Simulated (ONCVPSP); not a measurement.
## Reading a pseudo-wave (gold)

Columns: radius, all-electron u(r) and pseudo u(r) of the 5s shell (level -112.91 eV) of gold in the configuration [Kr] 4d10 4f14 5s2 5p6 5d10 6s0.5; LDA (Perdew-Wang 92), scalar-relativistic, ONCV scheme, ONCVPSP 4.0.1.

```json
{"r (bohr)": "0.110", "all-electron": "0.3692", "pseudo": "0.0483"}
{"r (bohr)": "0.220", "all-electron": "-0.1362", "pseudo": "0.1493"}
{"r (bohr)": "0.330", "all-electron": "-0.6959", "pseudo": "0.3284"}
{"r (bohr)": "0.440", "all-electron": "-0.2528", "pseudo": "0.5704"}
{"r (bohr)": "0.550", "all-electron": "0.4483", "pseudo": "0.8277"}
{"r (bohr)": "0.660", "all-electron": "0.9626", "pseudo": "1.0415"}
{"r (bohr)": "0.770", "all-electron": "1.2071", "pseudo": "1.1669"}
{"r (bohr)": "0.880", "all-electron": "1.2421", "pseudo": "1.1880"}
{"r (bohr)": "0.990", "all-electron": "1.1513", "pseudo": "1.1180"}
{"r (bohr)": "1.100", "all-electron": "1.0013", "pseudo": "0.9878"}
{"r (bohr)": "1.210", "all-electron": "0.8352", "pseudo": "0.8317"}
{"r (bohr)": "1.320", "all-electron": "0.6768", "pseudo": "0.6763"}
{"r (bohr)": "1.430", "all-electron": "0.5372", "pseudo": "0.5371"}
{"r (bohr)": "1.540", "all-electron": "0.4200", "pseudo": "0.4199"}
{"r (bohr)": "1.650", "all-electron": "0.3247", "pseudo": "0.3246"}
{"r (bohr)": "1.760", "all-electron": "0.2488", "pseudo": "0.2487"}
{"r (bohr)": "1.870", "all-electron": "0.1893", "pseudo": "0.1892"}
{"r (bohr)": "1.980", "all-electron": "0.1432", "pseudo": "0.1432"}
{"r (bohr)": "2.090", "all-electron": "0.1079", "pseudo": "0.1079"}
{"r (bohr)": "2.200", "all-electron": "0.0810", "pseudo": "0.0810"}
{"r (bohr)": "2.310", "all-electron": "0.0606", "pseudo": "0.0606"}
{"r (bohr)": "2.420", "all-electron": "0.0453", "pseudo": "0.0453"}
{"r (bohr)": "2.530", "all-electron": "0.0337", "pseudo": "0.0337"}
{"r (bohr)": "2.640", "all-electron": "0.0251", "pseudo": "0.0251"}
{"r (bohr)": "2.750", "all-electron": "0.0186", "pseudo": "0.0186"}
{"r (bohr)": "2.860", "all-electron": "0.0138", "pseudo": "0.0138"}
```

Problem. How many radial nodes do the two functions have?

Solution. The all-electron 5s function has n − l − 1 = 4 (the table is too coarse to show those close to the nucleus); the pseudo-wave has 0, since the states of the same l below it are removed with the core.

Problem. At about which radius was the pseudo-wave matched?

Solution. 1.45 bohr. The columns agree to 0.0005 from 1.32 bohr on; several derivatives are matched, so the curves merge somewhat inside the radius.

Problem. Is the pseudo-wave norm-conserving?

Solution. Yes: the ONCV scheme keeps the norm inside the radius equal to the all-electron one, which fixes the energy derivative of the logarithmic derivative at the level.
